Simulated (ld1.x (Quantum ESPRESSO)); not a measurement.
## O (Z = 8), ultrasoft: configuration errors across variants

ld1.x (Quantum ESPRESSO) 7.5 input, shortened:

```
&input
   title='O', zed=8., rel=1, dft='PBESOL', iswitch=3,
   config='[He] 2s2 2p4'
 /
 &inputp
   pseudotype=3, tm=.true., lloc=-2, rcloc=1.75,
   nlcc=.true., new_core_ps=.true., rcore=0.65,
   which_augfun='PSQ', rmatch_augfun=0.80
 /
4
2S  1  0   2.00   0.00  0.80  0.90  0.0
2S  1  0   0.00   0.80  0.80  0.90  0.0
2P  2  1   4.00   0.00  1.85  2.30  0.0
2P  2  1   0.00   3.35  1.85  2.30  0.0
 &test
   configts(1)='2s2 2p4'
 /
```

All-electron excitation energies from the reference (eV): (1) 2s2 2p3 16.360; (2) 2s2 2p2 49.837; (3) 2s2 2p1 103.544; (4) 2s0 2p6 29.748; (5) 2s1 2p4 31.497; (6) 2s2 2p4.3 -2.107; (7) 2s2 2p0 180.189.

The overlap operator is not positive definite (basis up to 400 Ry) in “local potential all-electron potential smoothed inside 1.62 bohr (lloc = -2)”. Such files are unfit for use, however small their errors in these radial tests.

Errors AE − PS in meV (a dash: test not solved or not reliable):

| change | (1) | (2) | (3) | (4) | (5) | (6) | (7) | bound ghosts |
| --- | --- | --- | --- | --- | --- | --- | --- | --- |
| base | -17 | -20 | -15 | -0.2 | -22 | -3.0 | +96 | none |
| local potential all-electron potential smoothed inside 0.90 bohr (lloc = -2) | +3.9 | -4.9 | -63 | +0.1 | +9.0 | +0.7 | -94 | none |
| local potential all-electron potential smoothed inside 1.38 bohr (lloc = -2) | +3.2 | -4.1 | -61 | +0.6 | +7.8 | +0.4 | -90 | none |
| local potential all-electron potential smoothed inside 1.62 bohr (lloc = -2) | +9.5 | -12 | -159 | +1.0 | +19 | +1.6 | – | not determined (overlap not positive) |
| local potential all-electron potential smoothed inside 1.94 bohr (lloc = -2) | -11 | -14 | -24 | -0.1 | -14 | -2.2 | +51 | none |
| local potential all-electron potential smoothed inside 2.68 bohr (lloc = -2) | -7.5 | -9.2 | -27 | 0.0 | -8.9 | -1.6 | +38 | none |

Question: Give the same row for: local potential all-electron potential smoothed inside 2.22 bohr (lloc = -2).

Answer: -12, -14, -25, -0.2, -16, -2.4, +45; bound ghosts: none.
